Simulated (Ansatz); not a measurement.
```yaml
crystal:
  periodic: [false, false, false]
  atoms:
    - {symbol: B, position_ang: [-0.160623, 1.762752, 1.118940]}
    - {symbol: C, position_ang: [-0.015867, 0.503568, 1.031659]}
    - {symbol: C, position_ang: [0.306060, -0.104266, -0.404794]}
    - {symbol: C, position_ang: [1.051895, -1.485901, -0.514069]}
    - {symbol: C, position_ang: [-1.066341, -0.409539, -1.074770]}
    - {symbol: H, position_ang: [-0.601186, 2.359461, 2.406219]}
    - {symbol: H, position_ang: [-0.563266, 2.710075, 0.109699]}
    - {symbol: H, position_ang: [1.397141, 0.720319, 1.352041]}
    - {symbol: H, position_ang: [-0.455193, -0.245542, 1.701210]}
    - {symbol: H, position_ang: [0.706101, 0.544646, -1.133016]}
    - {symbol: H, position_ang: [1.219322, -1.611326, -1.526562]}
    - {symbol: H, position_ang: [0.588552, -2.128008, 0.218319]}
    - {symbol: H, position_ang: [1.962196, -1.032976, -0.111454]}
    - {symbol: H, position_ang: [-1.539543, -1.093685, -0.332306]}
    - {symbol: H, position_ang: [-1.086940, -0.723873, -1.874585]}
    - {symbol: H, position_ang: [-1.659897, 0.486117, -1.032895]}
basis:
  gaussian: {orbitals: def2-mTZVP}
magnetization: {spin_polarized: true, initial_magnetization: 1}
hamiltonian: {xc: {name: B3LYP}}
scf: {lower_state_search: light}
output: {forces: true}
```

```sh
$ ansatz run in.yaml --threads 4 --pin off --events-out ev --progress --plain --max-ram 10444MiB
```

(1) How does Ansatz answer? (Estimate.)

## Answers

(1) Ansatz gave: The input was rejected before any iteration.
```
Error: a molecule whose nuclei and cores have a total charge of 40 cannot have a net charge of 0 together with 1 unpaired electrons
```

B3LYP here is the variant with VWN-RPA as its local correlation; programs differ in this.
